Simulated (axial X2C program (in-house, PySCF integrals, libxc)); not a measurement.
Working with the constants of PdS

A bond curve at the PBE0 level, with spin–orbit coupling, was computed with an axial X2C code built on PySCF integrals (basis Pd dyall-v3z [12s12p8d3f2g], S dyall-v3z [8s7p2d1f] (cores contracted in-house)) for the state Ω = 1 (⟨Sz⟩ = 0.98, ⟨Lz⟩ = 0.02 at PBE0). Its fit gives Re = 2.1040 Å, ωe = 443.1 cm⁻¹, ωexe = 1.87 cm⁻¹ and αe = 8.078e-04 cm⁻¹; the masses are 105.9035 and 31.9721 u. Two-component means X2C with spin–orbit coupling and atomic mean-field Coulomb and Gaunt terms.

Question: Find the reduced mass, Be and the force constant.

Answer: From the PBE0 values: μ = 24.5581 u. Be = 16.8576/(μ Re²) = 0.1551 cm⁻¹. k = 5.8918×10⁻⁷ μ ωe² = 2.84 mdyn/Å.

Question: Estimate the centrifugal constant by the Kratzer relation.

Answer: D = 4Be³/ωe² = 7.60e-08 cm⁻¹.

Question: The dipole moment p changes by 0.73 D/Å at Re. What harmonic infrared intensity follows?

Answer: I = 42.256 × (dp/dR)²/μ = 0.92 km/mol.

Question: Where do the fundamental and the first overtone lie?

Answer: ν(1←0) = ωe − 2ωexe = 439.4 cm⁻¹; ν(2←0) = 2ωe − 6ωexe = 875.0 cm⁻¹.

Question: Estimate De from a Morse curve and compare with the computed well depth of 2.710 eV to Pd + S.

Answer: De(Morse) = ωe²/(4ωexe) = 3.254 eV against 2.710 eV computed, a ratio of 1.20. The extrapolation overshoots: the well softens faster than a Morse curve, or the lowest atomic limit lies below the one to which the curve heads.

The state is one determinant whose occupation by symmetry is held fixed; it was picked as the lowest of a PBE0 search that is not exhaustive. De is counted from the lowest determinant-based energies of the atoms at the same level, without counterpoise correction. Density functionals use the spin component along the axis (collinear). The 2c atoms are single determinants rather than J levels; their spin–orbit lowering is only partly caught, and De is too large by that part. This holds for PBE0. PBE0 can misorder states that lie within some tenths of an eV, so this need not be the ground state of the molecule. The nearest other 2c determinant of the search, Ω = 2, lies 0.31 eV up at the distance of the search. Without a current term, density functionals place determinants with orbital angular momentum somewhat too high. With several unpaired electrons one determinant need not be a pure state. Open-shell Ω = 0 determinants with evenly filled partner blocks cannot be reached by this program, so the Ω shown need not be the lowest component. This is the Ω = 1 component of a π² triplet; the 0⁺ component is not one determinant and can lie lowest.
